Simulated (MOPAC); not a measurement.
MOPAC input (AM1):

```
AM1 FORCE THERMO(298,298) PRECISE LET UHF MS=0.5 GEO-OK AUX(PRECISION=9) THREADS=1
H2FO2Si

O     1.15792566 1   -0.91075114 1    0.56378423 1
Si   -0.04598451 1   -0.15394868 1   -0.44604897 1
O    -1.51974832 1   -0.33140196 1    0.45948869 1
F     0.32268870 1    1.40197344 1   -0.58897862 1
H     1.91157482 1   -0.40271115 1    0.83098373 1
H    -1.45287314 1   -0.79940809 1    1.28342929 1
```

Output:

```
 *******************************************************************************
 **                                                                           **
 **                              MOPAC v23.2.5                                **
 **                                                                           **
 *******************************************************************************
 ** MOPAC's Digital Object Identifier: https://doi.org/10.5281/zenodo.6511958 **
 **                                                                           **
 ** Please cite the open-source release paper for use of this MOPAC version:  **
 ** J. E. Moussa and J. J. P. Stewart (2026)                                  **
 ** MOPAC: An open-source semiempirical molecular orbital program             **
 ** J. Open Source Softw., 11(119), 8025, https://doi.org/10.21105/joss.08025 **
 *******************************************************************************

                              AM1 CALCULATION RESULTS

 *******************************************************************************
 *  AM1        - The AM1 Hamiltonian to be used
 *  GEO-OK     - OVERRIDE INTERATOMIC DISTANCE AND OTHER SAFETY CHECKS
 *  UHF        - UNRESTRICTED HARTREE-FOCK CALCULATION
 *  MS=        - IN MECI, MAGNETIC COMPONENT OF SPIN =  0.5
 *  LET        - OVERRIDE SOME SAFETY CHECKS
 *  PRECISE    - TIGHTER CRITERIA TO BE USED
 *  FORCE      - FORCE CALCULATION SPECIFIED
 *  AUX        - OUTPUT AUXILIARY INFORMATION
 *  THERMO     - THERMODYNAMIC QUANTITIES TO BE CALCULATED
 *******************************************************************************
AM1 FORCE THERMO(298,298) PRECISE LET UHF MS=0.5 GEO-OK AUX(PRECISION=9) THREADS=1
 H2FO2Si

   ATOM   CHEMICAL          X               Y               Z
  NUMBER   SYMBOL      (ANGSTROMS)     (ANGSTROMS)     (ANGSTROMS)

     1       O          1.15792566  *  -0.91075114  *   0.56378423  *
     2      Si         -0.04598451  *  -0.15394868  *  -0.44604897  *
     3       O         -1.51974832  *  -0.33140196  *   0.45948869  *
     4       F          0.32268870  *   1.40197344  *  -0.58897862  *
     5       H          1.91157482  *  -0.40271115  *   0.83098373  *
     6       H         -1.45287314  *  -0.79940809  *   1.28342929  *

          CARTESIAN COORDINATES

    NO.       ATOM           X           Y           Z

     1         O          1.1579     -0.9108      0.5638
     2        Si         -0.0460     -0.1539     -0.4460
     3         O         -1.5197     -0.3314      0.4595
     4         F          0.3227      1.4020     -0.5890
     5         H          1.9116     -0.4027      0.8310
     6         H         -1.4529     -0.7994      1.2834

  H: (AM1): M.J.S. DEWAR ET AL, J. AM. CHEM. SOC. 107 3902-3909 (1985)
  O: (AM1): M.J.S. DEWAR ET AL, J. AM. CHEM. SOC. 107 3902-3909 (1985)
  F: (AM1): M.J.S. DEWAR AND E. G. ZOEBISCH, THEOCHEM, 180, 1 (1988).
 Si: (AM1): M.J.S.DEWAR, C. JIE, ORGANOMETALLICS, 6, 1486-1490 (1987).

           Empirical Formula: H2 O2 Si F  =     6 atoms

      MOLECULAR POINT GROUP   :   C1

          UHF CALCULATION, NO. OF ALPHA ELECTRONS =   13
[...]
 TRAVEL (Ang.)       0.1317         O 1 -- H 5         +19.6% ( 57.7%)      0.2%
 REDUCED MASS        4.5093         O 3 -- H 6         +14.8% ( 50.2%)      4.5%
 EFFECTIVE MASS     16.7946
 FORCE CONSTANT      1.9721

 VIBRATION          8    8A          ATOM PAIR     ENERGY CONTRIBUTION    RADIAL
 FREQUENCY           967.04         O 3 -- H 6         +52.9% ( 74.4%)      4.3%
 TRANSITION DIPOLE   0.5798         O 1 -- H 5         +24.8% ( 51.0%)     17.8%
 TRAVEL (Ang.)       0.3093         O 1 -- Si2         +12.0% ( 35.5%)     77.1%
 REDUCED MASS        0.7289         Si2 -- O 3          +5.9% ( 24.9%)      0.7%
 EFFECTIVE MASS      4.6962
 FORCE CONSTANT      0.4016

 VIBRATION          9    9A          ATOM PAIR     ENERGY CONTRIBUTION    RADIAL
 FREQUENCY           975.49         O 1 -- H 5         +38.7% ( 66.2%)     12.5%
 TRANSITION DIPOLE   0.1955         O 3 -- H 6         +25.4% ( 53.6%)     14.9%
 TRAVEL (Ang.)       0.2609         O 1 -- Si2         +15.2% ( 41.5%)     63.2%
 REDUCED MASS        1.0156         Si2 -- O 3         +12.8% ( 38.1%)     96.4%
 EFFECTIVE MASS      6.8449
 FORCE CONSTANT      0.5694

 VIBRATION         10   10A          ATOM PAIR     ENERGY CONTRIBUTION    RADIAL
 FREQUENCY          1195.21         Si2 -- F 4         +67.7% ( 97.1%)     99.6%
 TRANSITION DIPOLE   3.6972         Si2 -- O 3         +15.8% ( 46.8%)     27.5%
 TRAVEL (Ang.)       0.0729         O 1 -- Si2         +15.1% ( 45.8%)     16.2%
 REDUCED MASS       10.6139         O 3 -- H 6          +1.1% ( 12.2%)     44.9%
 EFFECTIVE MASS     22.1726
 FORCE CONSTANT      8.9333

 VIBRATION         11   11A          ATOM PAIR     ENERGY CONTRIBUTION    RADIAL
 FREQUENCY          3581.09         O 3 -- H 6         +99.5% ( 99.9%)     99.9%
 TRANSITION DIPOLE   0.8560         Si2 -- O 3          +0.4% (  6.2%)     21.3%
 TRAVEL (Ang.)       0.1411         O 1 -- H 5          +0.2% (  4.1%)     99.9%
 REDUCED MASS        0.9452
 EFFECTIVE MASS      1.3837
 FORCE CONSTANT      7.1415

 VIBRATION         12   12A          ATOM PAIR     ENERGY CONTRIBUTION    RADIAL
 FREQUENCY          3606.51         O 1 -- H 5         +99.4% ( 99.9%)     99.9%
 TRANSITION DIPOLE   0.8426         O 1 -- Si2          +0.4% (  6.3%)     25.4%
 TRAVEL (Ang.)       0.1406         O 3 -- H 6          +0.2% (  4.0%)     99.5%
 REDUCED MASS        0.9452
 EFFECTIVE MASS      1.3861
 FORCE CONSTANT      7.2431

      SYMMETRY NUMBER FOR POINT-GROUP C1  =  1

          SYSTEM IS A GROUND STATE

 H2FO2Si

          MOLECULE IS NOT LINEAR

          THERE ARE 12 GENUINE VIBRATIONS IN THIS SYSTEM
          THIS THERMODYNAMICS CALCULATION IS LIMITED TO
          MOLECULES WHICH HAVE NO INTERNAL ROTATIONS

                    CALCULATED THERMODYNAMIC PROPERTIES
                                          *
   TEMP. (K)   PARTITION FUNCTION   H.O.F.    ENTHALPY  HEAT CAPACITY ENTROPY
                                   KCAL/MOL   CAL/MOLE    CAL/K/MOL  CAL/K/MOL

 298.00  VIB.     0.1460D+02                  1944.9771    11.4388    11.8551
         ROT.     0.6674D+05                   888.2803     2.9808    25.0558
         INT.     0.9747D+06                  2833.2574    14.4196    36.9109
         TRA.     0.7061D+27                  1480.4672     4.9680    39.0913
         TOT.                     -224.280    4313.7246    19.3876    76.0022

   *: NOTE: HEATS OF FORMATION ARE RELATIVE TO THE
            ELEMENTS IN THEIR STANDARD STATE AT 298K
              (=  Standard Enthalpy of Formation).

            Hvib:  Zero-point energy is not included.
                   frequencies of less than zero cm-1 are not included.
            Hrot = (3/2)RT
            Htra = (3/2)RT + pV = (5/2)RT

            Heat capacity is Cp, not Cv

          For more information, see: HTTP://OpenMOPAC.net/Manual/thermochemistry.html

           FORCE CONSTANT IN CARTESIAN COORDINATES (Millidynes/A)

    ATOM   CHEMICAL       X               Y               Z
   NUMBER   SYMBOL  FORCE CONSTANT  FORCE CONSTANT  FORCE CONSTANT

      1       O        6.095764        1.893632        4.127024
      2      Si        6.116136        6.637123        7.218477
      3       O        4.782723        7.171865        0.143148
      4       F        1.073975        1.845727        6.633662
      5       H        2.260867        1.675763        3.846350
      6       H        4.139059        3.537798        0.032668

 **********************
 *                    *
 * JOB ENDED NORMALLY *
 *                    *
 **********************

 == MOPAC DONE ==
```
